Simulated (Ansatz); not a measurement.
Reaction (atomization): `[CH3][Al-]([CH3])([OH])[PH3+]` → Al• + 2 C• + 10 H• + O• + P•

Program: Ansatz. Geometries: PBE0-D4/def2-TZVP. ΔE: electronic, gas phase. CCSD(T)/CBS is the MP2 limit (def2-TZVPP, def2-QZVPP) plus CCSD(T) − MP2 in def2-TZVPP, frozen cores. This one scheme is used for every species, atoms too. Functionals use def2-TZVPP. No spin–orbit coupling; open shells (•) take unrestricted orbitals. Spin–orbit coupling would lower the free atoms: a little for Al, C, O. One conformer a species, not always the lowest.

| species | PBE0 energy (Eh) |
| --- | --- |
| `[CH3][Al-]([CH3])([OH])[PH3+]` | -740.96000 |
| Al• | -242.24899 |
| C• | -37.80537 |
| H• | -0.50104 |
| O• | -75.01860 |
| P• | -341.13506 |

Q: Work out ΔE.

A: ΔE = 10 × (-0.50104) + 2 × (-37.80537) + (-242.24899) + (-75.01860) + (-341.13506) − (-740.96000) = 1.93621 Eh = +52.69 eV. CCSD(T)/CBS gives +53.36 eV.

Q: What do rigid-rotor, harmonic-oscillator terms from PBE0-D4/def2-TZVP frequencies (298.15 K, 1 bar) make of the CCSD(T)/CBS value? (An estimate is asked.)

A: Ansatz gave: ΔZPE = -3.02 eV, ΔH = +50.96 eV, ΔS = 1522 J/(mol·K), ΔG = +46.26 eV. Open shells count their whole term as degenerate.

Largest T1 diagnostic among the species: 0.018.

Leaving LDA and LC-ωPBE aside and taking each functional with its dispersion term where it has one, the values, not all of them listed here, spread over 1.38 eV, from BHLYP-D4 to PBE-D4. LDA lies +6.54 eV from PBE without D4, its usual overbinding. From r2SCAN to r2SCAN0 (25 % exact exchange), in def2-TZVPP and without D4, ΔE moves by −0.61 eV: exact exchange takes away binding that semilocal exchange gives to molecules.

For atomizations the MP2-based limit and the directly extrapolated one differ by several kJ/mol either way, and by 10 to 25 for some Ge, Se and Sn compounds, so smaller differences from it don't rank the levels.
